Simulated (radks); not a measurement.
Results of a calculation; reference values are marked as such.
Valence configurations of Tb III (all share [Xe]). Level of theory: Dirac Kohn-Sham, PBE, spin-unpolarised, spherical densities, finite nucleus; open shells fill j = l - 1/2 first; Fermi nuclear charge, rms radius 5.06 fm (a radial shooting solver on a logarithmic mesh with Libxc functionals). Energies are relative to 4f9; eigenvalues in eV.

\begin{tabular}{lrrrrrr}
valence & E (eV) & e(4f5/2) & e(4f7/2) & e(5d3/2) & e(6p1/2) & e(6p3/2) \\ \hline
4f9 & 0.000 & -17.109 & -16.324 & - & - & - \\
4f8 6s1 & 5.116 & -25.805 & -24.959 & - & - & - \\
4f7 5d2 & 14.081 & -29.901 & -28.998 & -16.892 & - & - \\
4f8 5d1 & 4.645 & -23.074 & -22.231 & -15.335 & - & - \\
4f8.5 6p0.5 & 3.706 & -21.778 & -20.962 & - & -11.738 & - \\
4f8.5 5d0.5 & 1.780 & -19.969 & -19.155 & -14.551 & - & - \\
4f6.5 6p2.5 & 39.816 & -43.979 & -43.038 & - & -15.587 & -14.746 \\
4f8.5 6s0.5 & 1.724 & -21.250 & -20.435 & - & - & - \\
\end{tabular}

NIST lists [Xe] 4f9 as the ground configuration; this level of theory agrees among the configurations tried. The energies are those of spherical spin-averaged densities, not of single terms.
